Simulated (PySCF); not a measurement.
CHF2, SMILES F[CH]F (connectivity only; charge and spin as stated), charge +1, multiplicity 1. The structure is a stationary point at B3LYP-D3(BJ)/def2-TZVP. The spin state was assumed, not searched. The isomer is the one that the SMILES or the coordinates give; other isomers of the formula were not compared.

These are B3LYP-D3(BJ)/def2-TZVP run with PySCF values and carry that method's errors.

Harmonic wavenumbers (cm⁻¹): 668, 1083, 1315, 1387, 1633, 3129. Rotational constants (GHz): 82.31, 11.89, 10.39; symmetry number 2.

**Question.** Work out the zero-point energy and the ideal-gas rigid-rotor harmonic-oscillator thermochemistry at 298.15 K and 1 atm.

**Answer.** ZPE = ½ Σ hcν = ½ × 9215 cm⁻¹ = 55.12 kJ/mol. H − E(el) = 65.49 kJ/mol. Entropy in J/(mol K): translation 157.79, rotation 82.04, vibration 1.94, total 241.77. G − E(el) = -6.59 kJ/mol. Cp = 39.47 J/(mol K).
